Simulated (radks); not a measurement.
The caesium anion Cs-, [Xe] 6s2, held by a Watson sphere: a shell of charge +1 at radius R that stands for the Madelung well of a crystal (potential energy -1/R inside, -1/r outside, in hartree with lengths in bohr). Calculated with a radial shooting solver on a logarithmic mesh with Libxc functionals: scalar-relativistic Kohn-Sham, LDA (Slater exchange, Perdew-Wang correlation), spin-unpolarised, spherical densities, point nucleus. Response by self-consistent Sternheimer equations with the Hartree and adiabatic LDA kernel, the relativistic mass of each level held fixed and spin-orbit coupling left out. The sphere does not respond.

| R (bohr) | e(5s) (eV) | e(5p) (eV) | e(6s) (eV) | <r> 6s (bohr) | sum of <r^2> (bohr^2) | X-ray form factor at sin(theta)/lambda = 0.3 1/angstrom | alpha (bohr^3) |
|---|---|---|---|---|---|---|---|
| 3.03 | -28.919 | -15.691 | -3.263 | 4.875 | 105.2 | 37.948 | 259.6 |
| 3.51 | -28.143 | -14.936 | -3.222 | 4.954 | 107.3 | 37.950 | 272.6 |
| 3.73 | -27.860 | -14.652 | -3.192 | 5.003 | 108.5 | 37.950 | 282.0 |
| 4.02 | -27.544 | -14.332 | -3.143 | 5.078 | 110.2 | 37.949 | 297.2 |
| 4.12 | -27.448 | -14.234 | -3.124 | 5.105 | 110.8 | 37.949 | 303.2 |
| 5.42 | -26.624 | -13.380 | -2.820 | 5.505 | 120.2 | 37.940 | 408.0 |
| 6.02 | -26.405 | -13.152 | -2.669 | 5.689 | 124.9 | 37.937 | 469.3 |
| 6.44 | -26.283 | -13.025 | -2.564 | 5.813 | 128.2 | 37.936 | 515.8 |
